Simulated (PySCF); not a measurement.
# Stretching NaCd

Set-up: basis Na def2-SVP, Cd def2-SVP with ECP28; scalar-relativistic core potentials; PySCF 2.14. Energies in eV from Na + Cd in their ground configurations at the same level. State: ²Σ⁺ (doublet), unpaired electrons σ ↑.

All columns are PBE0. A positive dipole means Na(−)Cd(+).

| R (Å) | E (eV) | μ (D) | Mulliken charge on Na (basis-dependent) | HOMO (eV) | LUMO (eV) | Mayer bond order | ⟨S²⟩ |
| --- | --- | --- | --- | --- | --- | --- | --- |
| 3.013 | -0.055 | -0.66 | 0.01 | -3.35 | -1.51 | 0.57 | 0.75 |
| 3.153 | -0.090 | -0.68 | 0.01 | -3.38 | -1.53 | 0.51 | 0.75 |
| 3.293 | -0.108 | -0.69 | 0.01 | -3.40 | -1.55 | 0.46 | 0.75 |
| 3.398 | -0.114 | -0.68 | 0.02 | -3.42 | -1.55 | 0.42 | 0.75 |
| 3.503 | -0.115 | -0.68 | 0.02 | -3.44 | -1.56 | 0.38 | 0.75 |
| 3.608 | -0.113 | -0.67 | 0.02 | -3.46 | -1.56 | 0.34 | 0.75 |
| 3.748 | -0.107 | -0.66 | 0.02 | -3.48 | -1.56 | 0.30 | 0.75 |
| 3.923 | -0.097 | -0.63 | 0.02 | -3.50 | -1.55 | 0.25 | 0.75 |
| 4.133 | -0.083 | -0.59 | 0.02 | -3.52 | -1.53 | 0.19 | 0.75 |
| 4.414 | -0.064 | -0.51 | 0.02 | -3.53 | -1.49 | 0.14 | 0.75 |

A fit through these points gives, at Re = 3.483 Å, μ = -0.68 D and dμ/dR = 0.0558 D/Å; the reduced mass is 19.13 u.

Problem. How strong is the fundamental in the double-harmonic approximation, I = 42.26·(dμ/dR)²/μred km/mol?

Solution. I = 42.26·(0.0558)²/19.13 = 0.00688 km/mol at PBE0.

The bond is weak. Basis-set superposition, not corrected here, can be much of De in a small basis, most of all at correlated wavefunction levels. Functionals without a dispersion term scatter widely for such bonds, and LDA overbinds them. Spin–orbit coupling is left out. The state is the lowest determinant that a PBE0 search found; another state may lie lower at other levels.
